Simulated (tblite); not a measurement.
Species: C₅H₈Ge.
Atom-mapped SMILES: `[CH:1]#[C:2][CH2:3]/[CH:4]=[CH:5]\[GeH3:6]` (hydrogens: H7 on C1; H8, H9 on C3; H10 on C4; H11 on C5; H12, H13, H14 on Ge6)

Computed with GFN2-xTB (tblite), gas phase: L-BFGS steps from a force-field or distance-geometry start until the largest atomic force falls under 0.01 eV/Å.

Step 6: E = -451.3318 eV
```
atom  x, y, z in Å  |  force x, y, z in eV/Å
C1      1.9214    1.8315   -0.1425   -0.025  -0.026   0.010
C2      1.5448    0.7256   -0.4045   -0.007   0.006   0.079
C3      1.1086   -0.6280   -0.6978    0.027   0.010  -0.075
C4      0.4103   -1.2539    0.4774    0.200  -0.113   0.008
C5     -0.8028   -0.9202    0.8886   -0.036  -0.072   0.086
Ge6    -1.9259    0.4183    0.0584    0.051   0.016   0.033
H7      2.2427    2.8062    0.0784    0.001  -0.032  -0.016
H8      0.4289   -0.5899   -1.5561   -0.078   0.032   0.001
H9      1.9822   -1.2196   -0.9825    0.019  -0.029   0.008
H10     0.9731   -2.0231    0.9984    0.005   0.061   0.004
H11    -1.2027   -1.4352    1.7537   -0.009   0.011   0.010
H12    -2.1734    0.0480   -1.3665   -0.057   0.070  -0.064
H13    -3.2358    0.4857    0.7695   -0.023   0.006  -0.025
H14    -1.2720    1.7540    0.1034   -0.068   0.061  -0.059
```

Step 7: E = -451.3338 eV
```
atom  x, y, z in Å  |  force x, y, z in eV/Å
C1      1.9202    1.8303   -0.1422   -0.021  -0.027   0.011
C2      1.5439    0.7238   -0.4017    0.001   0.014   0.063
C3      1.1084   -0.6294   -0.6985    0.028   0.028  -0.048
C4      0.4122   -1.2549    0.4780    0.143  -0.070  -0.028
C5     -0.8018   -0.9220    0.8884    0.018  -0.076   0.069
Ge6    -1.9224    0.4148    0.0598    0.002   0.096   0.011
H7      2.2428    2.8049    0.0778   -0.003  -0.033  -0.013
H8      0.4261   -0.5878   -1.5549   -0.058   0.017   0.003
H9      1.9834   -1.2199   -0.9820    0.001  -0.027  -0.009
H10     0.9750   -2.0211    0.9983    0.041   0.006   0.043
H11    -1.2022   -1.4342    1.7530   -0.020  -0.016   0.049
H12    -2.1756    0.0530   -1.3646   -0.052   0.049  -0.089
H13    -3.2344    0.4864    0.7663   -0.022  -0.003  -0.012
H14    -1.2763    1.7555    0.1002   -0.058   0.043  -0.049
```

Step 8: E = -451.3360 eV
```
atom  x, y, z in Å  |  force x, y, z in eV/Å
C1      1.9184    1.8288   -0.1415   -0.012  -0.016   0.014
C2      1.5427    0.7214   -0.3973    0.007   0.004   0.028
C3      1.1086   -0.6307   -0.7003    0.016   0.026  -0.001
C4      0.4163   -1.2569    0.4782    0.026  -0.013  -0.044
C5     -0.7991   -0.9257    0.8890    0.069  -0.048   0.020
Ge6    -1.9181    0.4124    0.0616   -0.046   0.129  -0.028
H7      2.2430    2.8028    0.0768   -0.003  -0.021  -0.004
H8      0.4215   -0.5849   -1.5534   -0.020   0.001   0.013
H9      1.9849   -1.2208   -0.9818   -0.022  -0.014  -0.037
H10     0.9785   -2.0190    0.9993    0.092  -0.057   0.077
H11    -1.2022   -1.4335    1.7535   -0.014  -0.042   0.076
H12    -2.1792    0.0598   -1.3643   -0.038   0.031  -0.085
H13    -3.2334    0.4871    0.7625   -0.015  -0.013   0.002
H14    -1.2825    1.7586    0.0955   -0.040   0.033  -0.033
```

Step 9: E = -451.3376 eV
```
atom  x, y, z in Å  |  force x, y, z in eV/Å
C1      1.9168    1.8276   -0.1406   -0.003  -0.004   0.017
C2      1.5419    0.7195   -0.3932    0.011  -0.009  -0.005
C3      1.1091   -0.6314   -0.7020   -0.002   0.005   0.036
C4      0.4202   -1.2591    0.4779   -0.054   0.006  -0.018
C5     -0.7959   -0.9295    0.8900    0.066  -0.006  -0.014
Ge6    -1.9154    0.4125    0.0625   -0.059   0.092  -0.055
H7      2.2431    2.8008    0.0759   -0.001  -0.004   0.007
H8      0.4174   -0.5826   -1.5521    0.013  -0.009   0.023
H9      1.9858   -1.2218   -0.9823   -0.036   0.001  -0.061
H10     0.9828   -2.0183    1.0015    0.110  -0.074   0.074
H11    -1.2024   -1.4338    1.7554    0.009  -0.042   0.062
H12    -2.1829    0.0658   -1.3659   -0.023   0.024  -0.059
H13    -3.2331    0.4875    0.7596   -0.010  -0.017   0.012
H14    -1.2880    1.7620    0.0912   -0.021   0.036  -0.020
```

**Question.** Estimate the geometry and energy of step 10. (The exact step hangs on the optimiser's Hessian estimate; all steps are aligned on step 9, rigid shifts and turns removed.)

**Answer.** E = -451.3390 eV, largest force 0.110 eV/Å
```
atom  x, y, z in Å  |  force x, y, z in eV/Å
C1      1.9156    1.8266   -0.1395    0.004   0.004   0.018
C2      1.5415    0.7180   -0.3901    0.015  -0.016  -0.026
C3      1.1095   -0.6318   -0.7029   -0.017  -0.021   0.057
C4      0.4233   -1.2615    0.4777   -0.076  -0.006   0.027
C5     -0.7929   -0.9324    0.8909    0.025   0.031  -0.024
Ge6    -1.9144    0.4142    0.0621   -0.045   0.024  -0.062
H7      2.2432    2.7993    0.0754    0.000   0.011   0.015
H8      0.4144   -0.5809   -1.5506    0.032  -0.013   0.029
H9      1.9857   -1.2227   -0.9840   -0.040   0.011  -0.074
H10     0.9881   -2.0187    1.0044    0.089  -0.049   0.043
H11    -1.2023   -1.4347    1.7579    0.036  -0.022   0.021
H12    -2.1863    0.0711   -1.3685   -0.012   0.021  -0.031
H13    -3.2333    0.4874    0.7578   -0.006  -0.018   0.018
H14    -1.2928    1.7657    0.0874   -0.006   0.042  -0.010
```

The energy changes by -0.0013 eV. The first-order estimate −F·Δx gives -0.0019 eV and the mean of the old and new forces, exact on a quadratic surface, -0.0013 eV. The step makes an angle of 60° with the force vector and moves no atom by more than 0.007 Å.

The cost below is that of the whole relaxation. On one thread, Arm Neoverse N1 (aarch64), shared host, this took 0.85 s wall.
